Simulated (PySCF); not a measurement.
Gas-phase reaction: 5 InCl + 3 HCl ⇌ 4 InCl2 + InH3

Method: PySCF energies (xtb for GFN2) plus ideal-gas RRHO corrections (1 bar). † marks an energy on the PBE0/def2-TZVP geometry and frequencies; other levels use their own. MP2 and CCSD(T) freeze the core. Open shells (unrestricted): InCl2 (multiplicity 2); the rest are closed-shell singlets. GFN2 has no spin-polarisation term. B3LYP is the form with VWN-RPA correlation. In: scalar-relativistic def2 core potential, no spin-orbit coupling. InCl2, InH3: computed as isolated molecules; such fragments, hydroxides, amides, oligomers or adducts are transient or little studied in the gas. MP2 isn't extrapolated to the basis-set limit; its ΔH°(298 K) is 224.1 kJ in def2-SVP and 362.2 kJ in def2-TZVPP. CCSD(T) isn't extrapolated to the basis-set limit; its ΔH°(298 K) is 285.5 kJ in def2-SVP and 325.4 kJ in def2-TZVPP. The harmonic model lacks anharmonicity and excited electronic states, which grow with temperature; levels with a mode under 35 cm⁻¹ are left out. Soft modes under 120 cm⁻¹ make the harmonic entropy rough for InCl2.

```json
[
 {"level": "B3LYP/def2-TZVP†", "ΔE electronic, kJ": "371", "ΔH°(298 K), kJ": "362", "ΔS°(298 K), J/K": "-317", "ΔG°(2500 K), kJ": "1108"},
 {"level": "CCSD(T)/def2-TZVPP†", "ΔE electronic, kJ": "335", "ΔH°(298 K), kJ": "325", "ΔS°(298 K), J/K": "-317", "ΔG°(2500 K), kJ": "1071"},
 {"level": "GFN2-xTB", "ΔE electronic, kJ": "360", "ΔH°(298 K), kJ": "353", "ΔS°(298 K), J/K": "-289", "ΔG°(2500 K), kJ": "1021"},
 {"level": "HF/def2-TZVP†", "ΔE electronic, kJ": "192", "ΔH°(298 K), kJ": "183", "ΔS°(298 K), J/K": "-317", "ΔG°(2500 K), kJ": "929"},
 {"level": "M06-2X/def2-TZVP†", "ΔE electronic, kJ": "248", "ΔH°(298 K), kJ": "238", "ΔS°(298 K), J/K": "-317", "ΔG°(2500 K), kJ": "984"},
 {"level": "MP2/def2-SVP†", "ΔE electronic, kJ": "233", "ΔH°(298 K), kJ": "224", "ΔS°(298 K), J/K": "-317", "ΔG°(2500 K), kJ": "970"},
 {"level": "MP2/def2-TZVPP†", "ΔE electronic, kJ": "372", "ΔH°(298 K), kJ": "362", "ΔS°(298 K), J/K": "-317", "ΔG°(2500 K), kJ": "1108"},
 {"level": "PBE0/def2-TZVP", "ΔE electronic, kJ": "289", "ΔH°(298 K), kJ": "280", "ΔS°(298 K), J/K": "-317", "ΔG°(2500 K), kJ": "1026"}
]
```
ΔH° is lowest at HF/def2-TZVP† and highest at MP2/def2-TZVPP†. No reference value is set beside these.
